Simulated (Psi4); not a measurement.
Noncovalent pair: N2 (SMILES N#N) (first 2 atoms) with C2H6 (SMILES CC); geometry from B3LYP-D3(BJ)/def2-TZVP, rigid monomers moved along the line of their centres of mass till N1···H5 is 3.33 Å.
(charge 0, multiplicity 1):
```xyz
10

N     -0.477    -0.126    -0.248
N      0.607    -0.233    -0.308
C     -0.682     0.453     3.884
C      0.630    -0.310     3.724
H     -1.175     0.606     2.922
H     -0.517     1.437     4.329
H     -1.379    -0.087     4.528
H      0.466    -1.293     3.278
H      1.119    -0.463     4.688
H      1.329     0.230     3.083
```

Computed with SAPT0/jun-cc-pV(D+d)Z (Psi4).

### Question
Which attractive term is largest, and how does the interaction split up?

### Answer
electrostatics -0.07, exchange 0.23, induction -0.02, dispersion -0.46, total -0.31 kcal/mol; the largest attraction is dispersion.
